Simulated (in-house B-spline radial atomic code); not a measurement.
**Ionising the nickel ion Ni⁺ with different functionals**

Computed with a radial B-spline atomic code at the basis-set limit: non-relativistic Hamiltonian, point nucleus, spin-polarised at highest spin, spherical fractional occupations for the functionals, the average over the highest-spin determinants for Hartree-Fock. The ionisation energy is the difference of two self-consistent energies, [Ar] 3d9 → [Ar] 3d8, without Breit or QED terms; ε is the level of the shell that loses the electron (its least bound occupied spin orbital).

Hybrids are left out here: with spherical fractional occupations of an open shell their exact exchange keeps a self-interaction that integer-occupation calculations don't have.

```
           method          rung  ΔSCF (eV)  -ε(3d) (eV)
     Hartree-Fock  Hartree-Fock      15.96        20.02
         LDA VWN5           LDA      20.08        12.92
         LDA PW92           LDA      20.08        12.92
LDA exchange-only           LDA      18.48        11.49
              PBE           GGA      19.70        12.56
           PBEsol           GGA      19.67        12.54
             BLYP           GGA      19.75        12.63
             RPBE           GGA      19.56        12.43
             PW91           GGA      19.80        12.65
             BP86           GGA      19.82        12.70
             AM05           GGA      19.68        12.54
             OLYP           GGA      19.56        12.38
             TPSS      meta-GGA      19.46        12.33
             SCAN      meta-GGA      19.45        12.37
           r2SCAN      meta-GGA      19.44        12.34
            M06-L      meta-GGA      19.01        11.92
          revTPSS      meta-GGA      19.35        12.24
```

Q: How do they compare with the NIST value?

A: NIST lists 18.169 eV (measured, ground level to ground level). Errors run from -2.21 to +1.91 eV; M06-L is closest (+0.84 eV), but part of that can be cancellation, since the calculations leave out relativity, Breit-QED terms, multiplet and fine-structure energies. Hartree-Fock also lacks correlation.
